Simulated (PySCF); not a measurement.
# Cd⁺: ionisation energy

Cd⁺ [Kr] 4d10 5s1 (2S) → Cd²⁺ [Kr] 4d10 (1S), as a difference of total energies. All numbers are calculated (PySCF 2.14, a scalar-relativistic core potential, in def2-SVP with the def2 core potential (28 electrons) (5s3p2d1f, 31 functions)). Correlated levels: valence: 4s2 4p6 frozen. The calculations carry no spin-orbit coupling.

```tsv
method	ionisation energy (eV)
UHF	15.588
PBE0	17.092
r2SCAN	17.247
MP2 (valence)	16.298
SCS-MP2 (valence)	16.185
CCSD (valence)	16.242
CCSD(T) (valence)	16.271
```

Errors of the correlated levels include the incompleteness of this basis and the frozen core.

Question: Which method comes closest to the reference value, and which is furthest?

Answer: The reference is 16.908 eV (measured; NIST Atomic Spectra Database, ionization energies). Closest: PBE0 (error 0.184 eV); furthest: UHF (error -1.320 eV).
